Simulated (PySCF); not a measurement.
C4H7ClSi, SMILES C(Cl)=C=C[SiH2]C. Coordinates come from a PBE-D3(BJ)/def2-SVP optimisation. The structure was generated by enumeration; whether it is a known compound was not checked. The values are those of a single conformer.

Computed equilibrium geometry at PBE-D3(BJ)/def2-SVP (PySCF confirms it by a frequency run) as Cartesian coordinates in Å (one conformer of several):
```xyz
13

C     -2.7171     0.9497     1.3156
Si    -1.6619    -0.6147     1.2312
C     -0.8808    -0.7890    -0.4836
C      0.4178    -0.6833    -0.6839
C      1.7247    -0.5776    -0.8230
Cl     2.5307     0.9523    -1.1049
H     -3.1911     1.0480     2.3134
H     -2.0945     1.8486     1.1345
H     -3.5220     0.9259     0.5535
H     -0.5529    -0.5778     2.2448
H     -2.5258    -1.8240     1.4859
H     -1.5425    -0.9615    -1.3571
H      2.4066    -1.4415    -0.7787
```
